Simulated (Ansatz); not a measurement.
Basis sets compared for the cluster Sn2Te (the lowest singlet isomer of a short search). Total charge 0; singlet. Geometry r2SCAN-D4/def2-SVP. Ansatz on 4 threads of Arm Neoverse V2 on a shared host; times are rough, and most runs start from earlier orbitals.

```csv
atom,x (Å),y (Å),z (Å)
Sn1,-1.3400,-0.9230,0.3637
Sn2,0.5495,1.2602,0.9433
Te3,0.7904,-0.3372,-1.3069
```

In the def2 sets Sn, Te take a core potential; there is no spin–orbit coupling. The structure comes from a short search, and lower isomers may exist.

Binding counts from free atoms (Sn triplet, Te triplet) in the same basis, without a counterpoise term.

```tsv
level	functions	energy (Eh)	HOMO (eV)	LUMO (eV)	binding per atom (eV)	wall time
PBE-D4/def2-SVP	78	-696.7082	-4.46	-3.65	2.33	0.6 s
PBE-D4/def2-TZVP	150	-696.7302	-4.49	-3.67	2.34	1.2 s
r2SCAN-D4/def2-TZVP (with forces)	150	-696.9908	-4.70	-3.65	2.19	3.3 s
PBE0-D4/def2-SVP	78	-696.7344	-5.29	-3.05	2.18	1.1 s
PBE0-D4/def2-TZVP	150	-696.7548	-5.29	-3.05	2.20	2.1 s
```

Problem. Estimate the rows for PBE-D4/def2-TZVPD, r2SCAN-D4/def2-TZVPD, PBE0-D4/def2-TZVPD.

Solution. 
```csv
level,functions,energy (Eh),HOMO (eV),LUMO (eV),binding per atom (eV),wall time
PBE-D4/def2-TZVPD,171,-696.7308,-4.50,-3.69,2.35,1.9 s
r2SCAN-D4/def2-TZVPD,171,-696.9914,-4.70,-3.66,2.19,3.7 s
PBE0-D4/def2-TZVPD,171,-696.7553,-5.30,-3.06,2.20,2.7 s
```
